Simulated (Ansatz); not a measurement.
`[OH][Al]([SiH3])[Cl]` + HBr → `[OH][Al]([Cl])[Br]` + SiH₄  (cleavage of the Al–Si bond)

Gas-phase electronic energies from Ansatz, PBE0-D4/def2-TZVP geometries. CCSD(T)/CBS is the MP2 limit (def2-TZVPP, def2-QZVPP) plus CCSD(T) − MP2 in def2-TZVPP, frozen cores. This one scheme is used for every species. DFT in def2-TZVPP. B3LYP here is the variant with VWN-RPA as its local correlation; programs differ in this. For Br outer-core shells are correlated without core-valence functions, which leaves a few kJ/mol of doubt a bond. Scalar relativity is left out up to krypton. Each species was taken in one conformer, which may not be the lowest.

`[OH][Al]([SiH3])[Cl]`:

Z-matrix (Å, degrees):
```
Si
Al 1 2.433
H 1 1.487 2 111.1
H 1 1.489 2 110.2 3 120.2
H 1 1.489 2 110.4 3 -120.5
Cl 2 2.104 1 122.2 3 -2.6
O 2 1.687 1 119.0 3 177.5
H 7 0.957 2 124.3 1 179.6
```

HBr:

```xyz
2

Br    0.461    0.146   -0.520
H    -0.461   -0.146    0.520
```

`[OH][Al]([Cl])[Br]`:

Z-matrix (Å, degrees):
```
Al
O 1 1.678
Br 1 2.238 2 121.5
Cl 1 2.071 2 118.4 3 180.0
H 2 0.956 1 122.9 3 0.0
```

SiH₄:

Z-matrix (Å, degrees):
```
Si
H 1 1.485
H 1 1.485 2 109.5
H 1 1.485 2 109.5 3 -120.0
H 1 1.485 2 109.5 3 120.0
```

| level | ΔE (kJ/mol) |
| --- | --- |
| r2SCAN0-D4 | -147.8 |
| BHLYP-D4 | -151.9 |
| revPBE | -126.2 |
| PBE0 | -134.2 |
| B3LYP | -141.4 |
| r2SCANh | -146.1 |
| MP2/def2-TZVPP | -155.3 |
| CCSD/def2-TZVPP | -145.6 |

Problem. What does CCSD(T)/CBS give? (An estimate is asked.)

Solution. The calculation gave: -146.6 kJ/mol. The listed levels differ from it by -1.2, -5.3, 20.4, 12.4, 5.2, 0.5, -8.7, 1.0 kJ/mol.

Largest T1 diagnostic among the species: 0.012.

Leaving LDA and LC-ωPBE aside and taking each functional with its dispersion term where it has one, the values, not all of them listed here, spread over 26.3 kJ/mol, from BHLYP-D4 to PBE-D4. In def2-TZVPP, CCSD(T) changes the Hartree–Fock value by +21.3 kJ/mol (the triples alone add +2.0 kJ/mol) and MP2 by +9.5 kJ/mol. From r2SCAN to r2SCAN0 (25 % exact exchange), in def2-TZVPP and without D4, ΔE moves by −3.3 kJ/mol.
